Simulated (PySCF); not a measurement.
**Property card for `C[C+]=[C]c1ccccc1` [radical]**

Species: C₉H₈ (charge +1 and doublet state).
Atom-mapped SMILES: `[CH3:1][C+:2]=[C:3][c:4]1[cH:5][cH:6][cH:7][cH:8][cH:9]1` (hydrogens: H10, H11, H12 on C1; H13 on C5; H14 on C6; H15 on C7; H16 on C8; H17 on C9)

From PBE0-D3(BJ)/def2-SVP geometry optimisation, gas phase (PySCF):

| Quantity | Value |
| --- | --- |
| Rotational constants A, B, C | 5.288, 0.837, 0.726 GHz |

UKS B3LYP, IGLO-III on C, pcH-1 on H, non-relativistic, mean-field spin-orbit, GIAO (PySCF):

| Property | Result |
| --- | --- |
| Isotropic g value | 2.00324 |
| Principal g values | 2.00218, 2.00300, 2.00454 |
| Spin squared ⟨S²⟩ | 0.765 |
| Largest Mulliken spin population | 0.36 on C2 |
| Largest isotropic hyperfine couplings (means over sets of like nuclei) | 1H +47.8 (H10/H11/H12), 13C -21.8 (C3), 13C +21.7 (C7), 13C +20.6 (C2), 1H -20.1 (H15) MHz |

Monoisotopic mass of the ion (most abundant isotopes, electron mass counted): 116.0621 u.

g_iso is shifted by about +920 ppm from the free-electron value 2.002319; the principal values span 0.0024. At 9.50 GHz, hν = g·μB·B₀ (B₀ the magnetic field) puts the centre of the isotropic spectrum, to first order, at 338.8 mT. ⟨S²⟩ is 0.015 above the pure-spin value S(S + 1) = 0.75. With B = h/(8π²I), that is 505.379 GHz u Å² over I, the principal moments of inertia are 95.6, 603.8 and 696.2 u Å² (most abundant isotopes). The rotational constants make it an asymmetric top with κ = (2B − A − C)/(A − C) = -0.95, nearer the prolate limit (−1).

The unpaired spin is shared among atoms: the largest Mulliken spin population is 0.36. Couplings of like nuclei are plain means over topologically equivalent atoms, as if these changed places fast (by rotation of a methyl-like group, say); in this geometry the members of some sets differ.

For the geometry optimisation (PBE0-D3(BJ)/def2-SVP), the run took 2.3 min on x86-64 server, one thread, no GPU, on a shared host.
